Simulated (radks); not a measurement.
Values are calculated unless marked as measured or tabulated.
The mean radii <r> (bohr) of the occupied orbitals of an atom or ion are listed with their occupations. Level of theory: scalar-relativistic Kohn-Sham, BLYP, spin-polarised, spherical densities, finite nucleus; Fermi nuclear charge, rms radius of each element as measured or else 0.836 A^(1/3) + 0.57 fm (a radial shooting solver on a logarithmic mesh with Libxc functionals).

orbital  occ.      <r>
1s up       1  0.03609
1s down     1  0.03609
2s up       1   0.1577
2s down     1   0.1575
2p up       3   0.1374
2p down     3   0.1372
3s up       1   0.4220
3s down     1   0.4235
3p up       3   0.4180
3p down     3   0.4199
3d up       5   0.3876
3d down     1   0.3903

Name the element and its charge. Open shells, if any, are filled with parallel spins first.

Answer. Z = 41, niobium, charge +17: Nb17+ in [Ar] 3d6. The 1s radius gives Z: for a bare nucleus <r> = (2 gamma + 1)/(2Z) with gamma = sqrt(1 - (Z/c)^2), 0.03547 bohr for Z = 41, and screening makes it slightly larger (0.03609 here). The occupations add up to 24, and the charge is Z minus that.
